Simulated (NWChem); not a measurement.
System: hydrogen selenide (H2Se); SMILES [SeH2]

The following NWChem deck was run.

```
start job
memory heap 200 mb stack 900 mb global 1100 mb
geometry units angstroms
  Se     0.000000     0.000000     0.070389
  H      1.047558     0.000000    -0.955875
  H     -1.047558     0.000000    -0.955875
end
basis spherical
  * library def2-tzvp
end
dft
  xc becke88 perdew86
  iterations 150
end
driver
  maxiter 120
end
task dft optimize
task dft freq
```

Excerpt of the output:

```
             Northwest Computational Chemistry Package (NWChem) 7.3.0
             --------------------------------------------------------

 C2V symmetry detected

                             Geometry "geometry" -> ""
                             -------------------------

 Output coordinates in angstroms (scale by  1.889725989 to convert to a.u.)

  No.       Tag          Charge          X              Y              Z
 ---- ---------------- ---------- -------------- -------------- --------------
    1 Se                  34.0000     0.00000000     0.00000000     0.05701467
    2 H                    1.0000     1.04755800     0.00000000    -0.96924933
    3 H                    1.0000    -1.04755800     0.00000000    -0.96924933

 Effective nuclear repulsion energy (a.u.)      24.7900987234

      Symmetry information
      --------------------

 Group name             C2v
 Group number             16
 Group order               4
 No. of unique centers     2

                                Z-matrix (autoz)
                                --------

 Units are Angstrom for bonds and degrees for angles

      Type          Name      I     J     K     L     M      Value
      ----------- --------  ----- ----- ----- ----- ----- ----------
    1 Stretch                  1     2                       1.46649
    2 Stretch                  1     3                       1.46649
    3 Bend                     2     1     3                91.17658

  perdew86 is a nonlocal functional; adding perdew81 local functional.

                           NWChem Geometry Optimization
                           ----------------------------

 maximum gradient threshold         (gmax) =   0.000450
 rms gradient threshold             (grms) =   0.000300
 maximum cartesian step threshold   (xmax) =   0.001800
 rms cartesian step threshold       (xrms) =   0.001200
 fixed trust radius                (trust) =   0.300000
 source of zmatrix                         =   autoz

          -------------------
          Energy Minimization
          -------------------

 Using diagonal initial Hessian
 Scaling for Hessian diagonals: bonds = 1.00  angles = 0.25  torsions = 0.10

          --------
          Step   0

                                 NWChem DFT Module
                                 -----------------

 Summary of "ao basis" -> "ao basis" (spherical)
 ------------------------------------------------------------------------------
       Tag                 Description            Shells   Functions and Types
 ---------------- ------------------------------  ------  ---------------------
 Se                        def2-tzvp                16       48   6s5p4d1f
 H                         def2-tzvp                 4        6   3s1p

      Symmetry analysis of basis
      --------------------------

        a1         26
        a2          6
        b1         16
        b2         12

            General Information
            -------------------
          SCF calculation type: DFT
          Wavefunction type:  closed shell.
          No. of atoms     :     3
          No. of electrons :    36
           Alpha electrons :    18
            Beta electrons :    18
          Charge           :     0
          Spin multiplicity:     1
          Use of symmetry is: on ; symmetry adaption is: on
          Maximum number of iterations: 150
          AO basis - number of functions:    60
                     number of shells:    24
          Convergence on energy requested:  1.00D-06
          Convergence on density requested:  1.00D-05
          Convergence on gradient requested:  5.00D-04

              XC Information
              --------------
                    Becke 1988 Exchange Functional  1.000
                Perdew 1981 Correlation Functional  1.000 local
                Perdew 1986 Correlation Functional  1.000 non-local

             Grid Information
             ----------------
          Grid used for XC integration:  medium
          Radial quadrature: Mura-Knowles
          Angular quadrature: Lebedev.
          Tag              B.-S. Rad. Rad. Pts. Rad. Cut. Ang. Pts.
          ---              ---------- --------- --------- ---------
          Se                  1.15      112           7.0       590
          H                   0.35       45           8.0       434
          Grid pruning is: on
          Number of quadrature shells:   157
          Spatial weights used:  Erf1

      Superposition of Atomic Density Guess
      -------------------------------------

 Sum of atomic energies:       -2400.80614497

      Non-variational initial energy
      ------------------------------

 Total energy =   -2400.955991
 1-e energy   =   -3393.358267
 2-e energy   =     967.612177
 HOMO         =      -0.292880
 LUMO         =       0.058175

      Symmetry analysis of molecular orbitals - initial
      -------------------------------------------------

  Numbering of irreducible representations:

     1 a1          2 a2          3 b1          4 b2

  Orbital symmetries:

     1 a1          2 a1          3 b1          4 a1          5 b2
     6 a1          7 b1          8 a1          9 b2         10 b1
    11 a1         12 a1         13 a2         14 b2         15 a1
    16 b1         17 a1         18 b2         19 b1         20 a1
    21 b1         22 a1         23 b2         24 a1         25 a1
    26 a2         27 b2         28 b1

[...]

      ----------------------
      Optimization converged
      ----------------------

  Step       Energy      Delta E   Gmax     Grms     Xrms     Xmax
  ---- ---------------- -------- -------- -------- -------- --------
@    2   -2403.02676483 -6.1D-08  0.00001  0.00001  0.00025  0.00052
                                     ok       ok       ok       ok

                                Z-matrix (autoz)
                                --------

 Units are Angstrom for bonds and degrees for angles

      Type          Name      I     J     K     L     M      Value     Gradient
      ----------- --------  ----- ----- ----- ----- ----- ---------- ----------
    1 Stretch                  1     2                       1.47951   -0.00000
    2 Stretch                  1     3                       1.47951   -0.00000
    3 Bend                     2     1     3                90.62816    0.00001

                         Geometry "geometry" -> "geometry"
                         ---------------------------------

 Output coordinates in angstroms (scale by  1.889725989 to convert to a.u.)

  No.       Tag          Charge          X              Y              Z
 ---- ---------------- ---------- -------------- -------------- --------------
    1 Se                  34.0000     0.00000000     0.00000000     0.06645478
    2 H                    1.0000     1.05189390     0.00000000    -0.97396939
    3 H                    1.0000    -1.05189390     0.00000000    -0.97396939

 Effective nuclear repulsion energy (a.u.)      24.5730628018

      Symmetry information
      --------------------

 Group name             C2v
 Group number             16
 Group order               4
 No. of unique centers     2

                Final and change from initial internal coordinates
                --------------------------------------------------

                                Z-matrix (autoz)
                                --------

 Units are Angstrom for bonds and degrees for angles

      Type          Name      I     J     K     L     M      Value       Change
      ----------- --------  ----- ----- ----- ----- ----- ---------- ----------
    1 Stretch                  1     2                       1.47951    0.01302
    2 Stretch                  1     3                       1.47951    0.01302
    3 Bend                     2     1     3                90.62816   -0.54842

[...]

 Rotational Constants
 --------------------
 A=   7.923501 cm-1  ( 11.399896 K)
 B=   7.558595 cm-1  ( 10.874890 K)
 C=   3.868374 cm-1  (  5.565603 K)

 Temperature                      =   298.15K
 frequency scaling parameter      =   1.0000

 Zero-Point correction to Energy  =    8.206 kcal/mol  (  0.013077 au)
 Thermal correction to Energy     =   10.004 kcal/mol  (  0.015943 au)
 Thermal correction to Enthalpy   =   10.596 kcal/mol  (  0.016886 au)

 Total Entropy                    =   52.380 cal/mol-K
   - Translational                =   39.070 cal/mol-K (mol. weight =  80.9339)
   - Rotational                   =   13.224 cal/mol-K (symmetry #  =        2)
   - Vibrational                  =    0.087 cal/mol-K

 Cv (constant volume heat capacity) =    6.319 cal/mol-K
   - Translational                  =    2.979 cal/mol-K
   - Rotational                     =    2.979 cal/mol-K
   - Vibrational                    =    0.361 cal/mol-K

[normal modes left out]

 ----------------------------------------------------------------------------
 Normal Eigenvalue ||           Projected Infra Red Intensities
  Mode   [cm**-1]  || [atomic units] [(debye/angs)**2] [(KM/mol)] [arbitrary]
 ------ ---------- || -------------- ----------------- ---------- -----------
    1       -0.000 ||    0.000000           0.000         0.000       0.000
    2        0.000 ||    0.000267           0.006         0.260       0.698
    3        0.000 ||    0.005232           0.121         5.100      13.674
    4        0.000 ||    0.005232           0.121         5.100      13.674
    5        0.000 ||    0.000063           0.001         0.061       0.164
    6        0.000 ||    0.005176           0.119         5.046      13.529
    7     1020.864 ||    0.001203           0.028         1.173       3.144
    8     2355.322 ||    0.008790           0.203         8.569      22.973
    9     2366.735 ||    0.008472           0.195         8.259      22.143
 ----------------------------------------------------------------------------
```

Level: BP86/def2-TZVP. This build's default masses of Se (78.918 u) and Br (79.917 u) are each other's, which moves their modes by up to 0.6 %.
